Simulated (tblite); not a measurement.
Task: Write a Z-matrix for `CC[C@](CF)(CCl)OC` as optimised with GFN2-xTB.

Result: 
Z-matrix in Å and degrees, rows numbered from 1:
```
C 
C   1  1.5245
C   2  1.5392  1  113.12
C   3  1.5424  2  109.84  1   178.57
F   4  1.3725  3  112.39  2    43.50
C   3  1.5371  2  112.16  1    58.58
Cl  6  1.7687  3  112.83  2    55.68
O   3  1.4221  2  113.22  1   -55.68
C   8  1.4137  3  117.33  2   -62.36
H   1  1.0878  2  110.58  3    47.99
H   1  1.0870  2  111.08  3   -72.72
H   1  1.0871  2  109.74  3   167.90
H   2  1.0911  1  109.74  3  -120.94
H   2  1.0908  1  110.06  3   121.05
H   4  1.0949  3  110.33  2   162.87
H   4  1.0934  3  110.22  2   -75.02
H   6  1.0899  3  109.57  2   175.73
H   6  1.0880  3  109.30  2   -64.62
H   9  1.0887  8  105.03  3  -175.93
H   9  1.0924  8  112.24  3   -57.37
H   9  1.0933  8  112.01  3    65.72
```

O8 (ether oxygen) is bent (angle 117.3°). Of the pairs four or more bonds apart, Cl7···H16 is among the closest relative to their van der Waals radii: 2.65 Å, 90 % of the sum of Bondi's values.

Computed geometry: GFN2-xTB, gas phase.

Point group: C1 (no symmetry element, even within 0.4 Å). Its GFN2-xTB frequencies are all real (lowest 58 cm⁻¹). The numbers are those of one conformer (C1–C2–C3–C4 179°, C2–C3–C4–F5 44°, C2–C3–C6–Cl7 56°, C2–C3–O8–C9 -62°). 3 starts were optimised and ended at 0.00, 0.00 and 1.63 kcal/mol (GFN2-xTB); the lowest of these is shown.
